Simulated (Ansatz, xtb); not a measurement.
## Two isomers of Br2GeH4Si

Structure a: `[GeH3][SiH](Br)Br`, a singlet. Structure b: `Br[SiH2][GeH2][Br]`, a singlet. Both are isolated molecules in the gas phase, relaxed with PBE0-D3(BJ)/def2-SVP; each stands in its lowest conformer found.

Question: Which of the two would you expect CCSD(T)/def2-SVP + ΔMP2/def2-TZVPP electronic energies to favour?

Answer: Structure a; the calculation gives E(b) − E(a) = +2.8 kcal/mol.

Level by level:

```tsv
level	geometry	E(b) − E(a) (kcal/mol)	departure from the last row (kcal/mol)	job, with rough time for the two
GFN2-xTB	GFN2-xTB	−12.1	−15.0	optimisation, 0.39 s
HF/STO-3G	GFN2-xTB	+3.0	+0.1	single point, 2.8 s
r2SCAN-D4/def2-SVP	GFN2-xTB	+3.0	+0.2	single point, 9.6 s
PBE0-D3(BJ)/def2-SVP	PBE0-D3(BJ)/def2-SVP	+2.8	0.0	optimisation, 2.2 min
HF/def2-SVP	PBE0-D3(BJ)/def2-SVP	−0.2	−3.0	part of the CCSD(T) run
MP2/def2-SVP	PBE0-D3(BJ)/def2-SVP	+2.7	−0.1	part of the CCSD(T) run
CCSD(T)/def2-SVP	PBE0-D3(BJ)/def2-SVP	+2.2	−0.6	single point
CCSD(T)/def2-SVP + ΔMP2/def2-TZVPP	PBE0-D3(BJ)/def2-SVP	+2.8		single point, 2.3 min
```

As drawn, b has 1 Br–Ge, 1 Si–H in place of 1 Br–Si, 1 Ge–H.

GFN2-xTB puts the two in the other order. HF/def2-SVP finds them nearly level. The largest departure from CCSD(T)/def2-SVP + ΔMP2/def2-TZVPP is that of GFN2-xTB, 15.0 kcal/mol. The last row adds to CCSD(T) the change of the MP2 difference between the two basis sets, here +0.6 kcal/mol.

With thermal terms from frequencies at re-optimised GFN2-xTB minima (ideal gas, soft modes damped towards free rotors, one conformer each, 298.15 K, 1 atm): the zero-point term adds −0.4 kcal/mol; ΔH is +2.4 and ΔG +2.8 kcal/mol.

The correlated steps freeze 32 core orbitals; the filled d shell of Br and Ge is correlated, in a basis made for valence electrons. Run with Ansatz 0.2.0, xtb 6.7.1; the last row on 2 threads of Intel(R) Xeon(R) Processor @ 2.50GHz (Skylake/Cascade Lake) on a shared host.
